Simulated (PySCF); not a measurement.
## Electron correlation in Sn (tin, neutral)

[Kr] 4d10 5s2 5p2, high-spin 3P determinant. Computed with PySCF 2.14 in cc-pVDZ-PP with ECP28MDF (4s3p2d, 23 functions), with a scalar-relativistic core potential. Frozen: 4s2 4p6 4d10; 4 electrons correlated.

MP2 pair energies summed by pair of shells (mhartree):

```json
{"pair": "5s-5p", "energy": "-20.13", "share (%)": "58.6"}
{"pair": "5s-5s", "energy": "-10.99", "share (%)": "32.0"}
{"pair": "5p-5p", "energy": "-3.26", "share (%)": "9.5"}
```

Total MP2 correlation energy: -34.38 mhartree.

Same-spin part -5.95 and opposite-spin part -28.43 mhartree; SCS-MP2 scales them by 1/3 and 6/5 to -36.10 mhartree.

```
  level  correlation energy (mhartree)
   CCSD                         -48.45
    (T)                          -0.58
CCSD(T)                         -49.03
```

Diagnostics: T1 = 0.0080, D1 = 0.0221, largest double amplitude 0.095.

Q: Is a single reference adequate?

A: Mostly. T1 lies below 0.03, but a double amplitude of this size points to a near-degeneracy that CCSD handles and MP2 describes poorly.
